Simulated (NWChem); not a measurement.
System meant: SiCl cation, singlet

NWChem input:

```
start job
memory heap 200 mb stack 900 mb global 1100 mb
charge 1
geometry units angstroms noautosym nocenter noautoz
  Si     0.000000     0.000000    -1.079983
  Cl     0.000000     0.000000     0.894192
end
basis spherical
  Si library def2-svp
  Cl library def2-svp
end
dft
  xc m06-2x
  iterations 150
end
property
  shielding
end
task dft property
```

End of the output:

```
 Vector   18  Occ=0.000000D+00  E=-1.791274D-01
              MO Center= -1.0D-10,  2.0D-10, -9.9D-01, r^2= 3.2D+00
   Bfn.  Coefficient  Atom+Function         Bfn.  Coefficient  Atom+Function
  ----- ------------  ---------------      ----- ------------  ---------------
    13      1.056011  1 Si pz                22     -0.683873  2 Cl s
    31      0.594710  2 Cl pz                 4      0.478507  1 Si s
    10      0.355658  1 Si pz                28      0.217058  2 Cl pz
     3      0.213737  1 Si s                 21     -0.205732  2 Cl s
     7     -0.166848  1 Si pz                16     -0.160800  1 Si d  0

 center of mass
 --------------
 x =   0.00000000 y =   0.00000000 z =   0.03165037

 moments of inertia (a.u.)
 ------------------
         216.313564684189           0.000000000000           0.000000000000
           0.000000000000         216.313564684189           0.000000000000
           0.000000000000           0.000000000000           0.000000000000

     Multipole analysis of the density
     ---------------------------------

     L   x y z        total         alpha         beta         nuclear
     -   - - -        -----         -----         ----         -------
     0   0 0 0      1.000000    -15.000000    -15.000000     31.000000

     1   1 0 0     -0.000000     -0.000000     -0.000000      0.000000
     1   0 1 0      0.000000      0.000000      0.000000      0.000000
     1   0 0 1     -1.497424     -0.825720     -0.825720      0.154016

     2   2 0 0    -15.037690     -7.518845     -7.518845      0.000000
     2   1 1 0      0.000000      0.000000      0.000000      0.000000
     2   1 0 1      0.000000      0.000000      0.000000      0.000000
     2   0 2 0    -15.037690     -7.518845     -7.518845      0.000000
     2   0 1 1     -0.000000     -0.000000     -0.000000      0.000000
     2   0 0 2    -11.373713    -59.113433    -59.113433    106.853153

          -----------------------------------------
          Chemical Shielding Tensors (GIAO, in ppm)
          -----------------------------------------

 ------------------------------------------------------------------------
  xm06: d2 not coded                    0
 ------------------------------------------------------------------------
 ------------------------------------------------------------------------
  current input line :
    19: task dft property
 ------------------------------------------------------------------------
 ------------------------------------------------------------------------
 This error has not yet been assigned to a category
 ------------------------------------------------------------------------
 For more information see the NWChem manual at https://nwchemgit.github.io

0: xm06: d2 not coded:Received an Error in Communication
```

**Question.** Can this run be used? If not, why, and what is the fix?

**Answer.** The run crashed. Cause: this functional's second derivatives, which shieldings need, aren't coded here; the fix takes a hybrid GGA instead. This input runs:
```
start job
memory heap 200 mb stack 900 mb global 1100 mb
charge 1
geometry units angstroms noautosym nocenter noautoz
  Si     0.000000     0.000000    -1.079983
  Cl     0.000000     0.000000     0.894192
end
basis spherical
  Si library def2-svp
  Cl library def2-svp
end
dft
  xc pbe0
  iterations 150
end
property
  shielding
end
task dft property
```
It converges to -748.87576 Ha (PBE0/def2-SVP, GIAO).
